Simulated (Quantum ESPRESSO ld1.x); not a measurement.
Values are calculated unless marked as measured or tabulated.
Species: the cadmium ion Cd3+. Configuration: [Ar] 3d10 4s1 4p6 4d9 5d1 (not the ground configuration).

Code: ld1.x of Quantum ESPRESSO 7.5. Model: scalar-relativistic Kohn-Sham, LDA (Slater exchange, VWN5 correlation), spin-polarised, spherical densities, point nucleus; open shells are filled with parallel spins first.

Energy parts (eV):
total: -151906.18
kinetic: 158028.78
electron-nucleus: -365325.00
Hartree: 59403.03
exchange-correlation: -4012.99

Orbitals (lengths in bohr, moments of r in powers of bohr):
| orbital | occ. | eigenvalue (eV) | <r^2> |
|---|---|---|---|
| 1s up | 1 | -26545.078 | 0.001252 |
| 1s down | 1 | -26544.695 | 0.001252 |
| 2s up | 1 | -3984.619 | 0.02047 |
| 2s down | 1 | -3984.084 | 0.02047 |
| 2p up | 3 | -3582.869 | 0.01612 |
| 2p down | 3 | -3582.392 | 0.01612 |
| 3s up | 1 | -782.843 | 0.1473 |
| 3s down | 1 | -782.266 | 0.1472 |
| 3p up | 3 | -651.039 | 0.1484 |
| 3p down | 3 | -650.434 | 0.1482 |
| 3d up | 5 | -444.112 | 0.1334 |
| 3d down | 5 | -443.448 | 0.1332 |
| 4s up | 1 | -153.732 | 0.8506 |
| 4s down | 0 | -151.621 | 0.8536 |
| 4p up | 3 | -114.143 | 1.003 |
| 4p down | 3 | -112.132 | 1.010 |
| 4d up | 5 | -56.332 | 1.532 |
| 4d down | 4 | -54.618 | 1.556 |
| 5s up | 0 | -37.836 | 5.254 |
| 5s down | 0 | -36.793 | 5.225 |
| 5p up | 0 | -28.948 | 7.085 |
| 5p down | 0 | -27.827 | 7.072 |
| 5d up | 1 | -17.620 | 13.22 |
| 5d down | 0 | -16.485 | 13.82 |

The highest occupied level is 5d up at -17.620 eV. The configuration is held as typed, so some empty levels lie below it. Summed over all electrons, <r^2> = 36.65 bohr^2, which gives a Langevin (diamagnetic) susceptibility term of -29 x 10^-6 cm^3/mol. Spin moment in Bohr magnetons: 3. The density falls to 0.001 e/bohr^3 at r = 4.28 bohr.
